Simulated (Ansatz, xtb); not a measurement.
Breaking the C5–H7 bond in C2H5Ga (SMILES C=[CH][GaH2]) (multiplicity 1 held, fragments rigid). Energies count from the point at 1.087 Å.
Geometry at that point (charge 0, multiplicity 1):
```json
[
 {"atom": "Ga", "x (Å)": "-0.0872", "y (Å)": "0.1010", "z (Å)": "0.7331"},
 {"atom": "H", "x (Å)": "-0.7654", "y (Å)": "1.5190", "z (Å)": "0.7893"},
 {"atom": "H", "x (Å)": "0.2279", "y (Å)": "-0.7070", "z (Å)": "2.0423"},
 {"atom": "C", "x (Å)": "0.3454", "y (Å)": "-0.6089", "z (Å)": "-1.0414"},
 {"atom": "C", "x (Å)": "0.0737", "y (Å)": "0.0855", "z (Å)": "-2.1491"},
 {"atom": "H", "x (Å)": "0.8153", "y (Å)": "-1.5827", "z (Å)": "-1.1577"},
 {"atom": "H", "x (Å)": "0.3034", "y (Å)": "-0.2854", "z (Å)": "-3.1448"},
 {"atom": "H", "x (Å)": "-0.3946", "y (Å)": "1.0646", "z (Å)": "-2.1111"}
]
```

U- levels take the lowest unrestricted solution at each point, which mixes spins at long bonds. Active spaces are followed from a long bond inwards. Levels need not reach the same state.

Correlated levels freeze the cores. Filled d and f shells under p-block atoms count as core.

The values were computed with Ansatz (an electronic-structure program); xtb for the GFN methods. Each number belongs to the level named beside it. The GFN methods have no spin term and hold the electronic entropy of 300 K.

Energies in kJ/mol.

| R (Å) | GFN2-xTB | U-CCSD/cc-pVDZ | U-CCSD(T)/cc-pVDZ | FIC-MRCISD on CASSCF(2,2)/cc-pVDZ | FIC-MRCISD+Q on CASSCF(2,2)/cc-pVDZ |
|---|---|---|---|---|---|
| 0.870 | 117 | 143 | 144 | 143 | 143 |
| 0.978 | 21 | 32 | [?] | 32 | 32 |
| 1.087 | 0 | 0 | 0 | 0 | 0 |
| 1.196 | 15 | 12 | 11 | 12 | 12 |
| 1.305 | 49 | 47 | 45 | 46 | 46 |
| 1.468 | 110 | 117 | 114 | 115 | 114 |
| 1.631 | 175 | 192 | 186 | 186 | 186 |
| 1.902 | 274 | 306 | [?] | 289 | 289 |
| 2.174 | 353 | 388 | [?] | 362 | 362 |
| 2.500 | 422 | 436 | 432 | 414 | 414 |
| 2.935 | 477 | 453 | 453 | 445 | 445 |
| 3.479 | 507 | 457 | 457 | 455 | 456 |

Problem. What belongs in the gaps?

Solution. 
- 1.902, U-CCSD(T)/cc-pVDZ: 296
- 0.978, U-CCSD(T)/cc-pVDZ: 32
- 2.174, U-CCSD(T)/cc-pVDZ: 378

Doubts at one or more of the structures used: a spin-contaminated determinant (U-CCSD/cc-pVDZ, U-CCSD(T)/cc-pVDZ); T1 above 0.05 (U-CCSD/cc-pVDZ, U-CCSD(T)/cc-pVDZ); the program's own flag: large difference (U-CCSD/cc-pVDZ, U-CCSD(T)/cc-pVDZ).
